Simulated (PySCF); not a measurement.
C4H13GeNSi, SMILES CN(C)[SiH2]/C=[CH]/[GeH3], singlet (GFN2-xTB optimised geometry):

```
20

Si     2.327    -0.284     0.980
N      2.985     0.600     2.306
C      3.157     0.015     3.611
C      2.879     2.036     2.361
C      0.434    -0.322     0.924
C     -0.324     0.262     0.000
Ge    -2.267     0.262     0.000
H      2.820     0.394    -0.222
H      2.831    -1.650     1.136
H      3.282    -1.060     3.519
H      2.299     0.213     4.267
H      4.049     0.433     4.088
H      2.819     2.439     1.354
H      1.992     2.361     2.919
H      3.762     2.453     2.855
H     -0.075    -0.828     1.740
H      0.159     0.774    -0.825
H     -2.800    -0.446     1.204
H     -2.829    -0.411    -1.213
H     -2.831     1.650     0.000
```

Level of theory: CAM-B3LYP/def2-SVP (PySCF).

What are the frontier orbital energies and the dipole moment?

HOMO-2 -9.67 eV, HOMO-1 -9.15 eV, HOMO -7.49 eV, LUMO 0.63 eV, LUMO+1 2.35 eV; dipole moment 0.88 D.

On the same geometry PBE/def2-SVP in PySCF gives HOMO-2 -7.03 eV, HOMO-1 -6.71 eV, HOMO -4.87 eV, LUMO -1.53 eV, LUMO+1 0.53 eV; dipole moment 1.01 D.

Meta-Löwdin charges at CAM-B3LYP/def2-SVP: Si1 0.76, N2 -0.43, C3 -0.18, C4 -0.18, C5 -0.33, C6 -0.26, Ge7 0.38, H8 -0.13, H9 -0.13, H10 0.10, H11 0.07, H12 0.09, H13 0.10, H14 0.08, H15 0.09, H16 0.10, H17 0.10, H18 -0.07, H19 -0.07, H20 -0.08.
